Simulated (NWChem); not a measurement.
A series in which one site is exchanged, each optimised at PBE0/def2-SVP with NWChem, gas phase unless a solvent is named. All stand in one matching conformer (torsions within 35°), which need not be the lowest. Some are not confirmed as minima by frequencies. def2 effective core potentials on In; no spin-orbit coupling.

A: [OH][Ga]([F])[F] (GaHOF$_{2}$; site = Ga)
B: [F][In]([F])[OH] (InHOF2; site = In)
C: FB(O)F (BHOF2; site = B)
D: [OH][Al]([F])[F] (AlHOF2; site = Al)

Rank them by lowest singlet excitation, PBE/def2-SVPD, TDA (eV), lowest first.

B (4.20), A (5.57), D (6.31), C (8.31)
